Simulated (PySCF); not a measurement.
Correlation energy of Sn+ (tin, charge +1)

[Kr] 4d10 5s2 5d1, 2D determinant (an excited configuration). Computed with PySCF 2.14 in aug-cc-pVQZ-PP with ECP28MDF (7s7p5d3f2g, 92 functions), with scalar relativity through the core potential. Frozen: 4s2 4p6 4d10; 3 electrons correlated.

```csv
level,correlation energy (mhartree)
CCSD,-75.66
(T),-14.47
CCSD(T),-90.13
```

Diagnostics: T1 = 0.093, D1 = 0.2245, largest double amplitude 0.634.

The outer electron is Rydberg-like, and this basis confines it to a smaller radius and binds it less than a complete one would. T1 exceeds 0.03, a sign that the reference determinant is poor. A double-excitation amplitude exceeds 0.15, a sign of near-degeneracy.

Cost of the coupled-cluster step: roughly 30 core-seconds, for 3 correlated electrons.
